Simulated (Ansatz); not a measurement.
The cluster Ge₄O₁₀H₄⁺. Total charge 1; doublet. Geometry PBE-D4/def2-SVP, that of the neutral singlet; atoms count from 1.

Cartesian coordinates in Å:
```
Ge 1.8845 -0.3818 -2.0442
Ge 0.3825 -0.2710 1.7284
Ge -0.4633 0.3800 -1.2279
Ge -1.6642 1.6130 1.5349
O -2.5742 2.9782 1.5083
O -2.2896 0.1685 -1.0795
O -0.7692 -1.5773 1.0931
O 0.4145 -1.2132 -1.2603
O -0.1669 1.1618 0.3949
O 0.6844 1.0511 -2.4059
O 2.0339 -0.4746 1.6827
O -0.8541 0.5754 2.7686
O 3.0791 -0.0892 -0.8091
O -2.5823 0.0236 0.3479
H 2.7138 -0.1789 0.1388
H -0.2999 -2.0123 0.3353
H 2.4609 -0.9391 -3.3507
H -1.9898 -0.8143 0.6444
```

The structure holds one bond between oxygen atoms, so isomers without such links may lie far lower. The structure comes from a short search, and lower isomers may exist.

Question: Estimate the Mulliken populations from the PBE0/def2-SVP orbitals of Ansatz.

Answer: 
```csv
atom,charge (e),spin (α − β)
Ge1,0.95,-0.01
Ge2,1.14,-0.06
Ge3,1.18,0.00
Ge4,1.16,-0.07
O5,-0.23,0.53
O6,-0.26,0.00
O7,-0.46,0.01
O8,-0.65,0.00
O9,-0.70,0.02
O10,-0.53,0.00
O11,-0.35,0.49
O12,-0.53,0.03
O13,-0.41,0.06
O14,-0.20,0.00
H15,0.26,-0.01
H16,0.27,0.00
H17,0.06,0.00
H18,0.31,0.00
```
Mulliken values depend strongly on the basis.

Question: Where does the spin sit?

Answer: Summed by element: Ge -0.14, O 1.15, H -0.01, of 1 unpaired in all. Largest on single atoms: O5 0.53, O11 0.49, Ge4 -0.07.

Question: And the Mayer bond orders between heavy atoms (over 0.3)?

Answer: Ge1–O8 0.75 (1.86 Å); Ge1–O10 0.76 (1.90 Å); Ge1–O13 1.19 (1.74 Å); Ge2–O7 0.86 (1.85 Å); Ge2–O9 0.45 (2.03 Å); Ge2–O11 1.46 (1.66 Å); Ge2–O12 0.90 (1.82 Å); Ge3–O6 0.88 (1.84 Å); Ge3–O8 0.90 (1.82 Å); Ge3–O9 0.69 (1.83 Å); Ge3–O10 1.14 (1.78 Å); Ge4–O5 1.62 (1.64 Å); Ge4–O9 0.59 (1.94 Å); Ge4–O12 0.99 (1.80 Å); Ge4–O14 0.41 (2.19 Å); O6–O14 0.91 (1.46 Å).
